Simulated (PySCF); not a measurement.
## Sm2N2 at several levels of theory

Computed with PySCF 2.14.0 (density fitting, no spin-orbit coupling) at the geometry relaxed with TPSS:

```xyz
4
Sm2N2 (singlet in the valence; each metal's 4f electrons, 5 of them, lie in its core potential, out of spins and levels)
Sm    0.0000    0.0000    1.5603
Sm    0.0000    0.0000   -1.5603
N     1.4028    0.0000    0.0000
N    -1.4028    0.0000    0.0000
```

```json
{"level": "TPSS", "basis": "Sm lcecp-1-SVP with ECP51, N def2-SVP", "state": "singlet", "HOMO (eV)": "-3.31", "gap (eV)": "1.42", "charge on Sm1 (e)": "0.52", "population of f-type functions on Sm1 (polarisation alone where 4f lies in the core)": "0.06", "dipole about the centre of mass (D)": "0.00", "largest force component (eV/Å)": "0.00"}
{"level": "r2SCAN", "basis": "the same", "state": "singlet", "HOMO (eV)": "-3.47", "gap (eV)": "1.76", "charge on Sm1 (e)": "0.55", "population of f-type functions on Sm1 (polarisation alone where 4f lies in the core)": "0.06", "dipole about the centre of mass (D)": "0.00", "largest force component (eV/Å)": "0.39"}
{"level": "TPSS", "basis": "Sm lcecp-1-TZVP with ECP51, N def2-TZVP", "state": "singlet", "HOMO (eV)": "-3.27", "gap (eV)": "1.39", "charge on Sm1 (e)": "0.87", "population of f-type functions on Sm1 (polarisation alone where 4f lies in the core)": "0.05", "dipole about the centre of mass (D)": "0.00", "largest force component (eV/Å)": "0.08"}
```

In the lcecp rows the 4f levels are missing from HOMO and gap, and the state counts the valence alone.

Charges are Mulliken's, which hang on the basis. The relaxation used the grid (50, 194), these runs (75, 302) or, all-electron (x2c bases, spin-free X2C Hamiltonian), (99, 590).

**Question.** A further run in the first row's basis gives HOMO (eV) -3.65, gap (eV) 2.01, charge on Sm1 (e) 0.55, population of f-type functions on Sm1 (polarisation alone where 4f lies in the core) 0.06, dipole about the centre of mass (D) 0.00, largest force component (eV/Å) 0.30. Which level was it?
A. M06-L
B. B3LYP
C. TPSSh

**Answer.** C. The others give HOMO -4.17 eV (B3LYP); -3.12 eV (M06-L).

No frequency check is given that shows the relaxed geometry to be a minimum. An lcecp potential fixes the number of 4f electrons, so in runs with it no electron can move into or out of that shell.
